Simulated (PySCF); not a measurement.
**UHF on S²⁺ (sulfur, charge +2)**

Configuration: [Ne] 3s2 3p2, high-spin 3P determinant. All numbers are calculated (PySCF 2.14, scalar relativity by spin-free X2C-1e, in Sapporo-DZP-2012 (5s4p2d, 27 functions)).

```json
{
  "Total energy": "-397.257879 hartree",
  "One-electron energy": "-536.1935 hartree",
  "Hartree (Coulomb) energy": "163.3586 hartree",
  "Exchange energy": "-24.4230 hartree",
  "⟨S²⟩": "2.0111",
  "⟨L²⟩": "2.033",
  "Sum of ⟨r⟩": "10.52 bohr",
  "Sum of ⟨r²⟩": "15.10 bohr²",
  "Traceless quadrupole moment −½Σ⟨3z² − r²⟩ along its main axis": "1.44 e·bohr²",
  "Langevin diamagnetic susceptibility": "-12.0 ×10⁻⁶ cm³/mol",
  "Time after the integrals": "0.04 s of wall time on 1 thread of Intel(R) Xeon(R) 6975P-C (shared host)"
}
```

```tsv
shell	electrons	mean orbital energy (hartree)	spread (hartree)	rms radius, mean of both spins (bohr)
1s α	1	-93.28299	0	0.113
1s β	1	-93.25814	0	0.113
2s α	1	-10.02177	0	0.516
2s β	1	-9.99939	0	0.516
2p α	3	-7.66600	0.02107	0.490
2p β	3	-7.62340	0.02644	0.490
3s α	1	-1.79008	0	1.71
3s β	1	-1.54788	0	1.71
3p α	2	-1.27688	0	1.91
```

Densities and radii are taken from the X2C orbitals without a picture-change correction, which distorts them close to the nucleus.
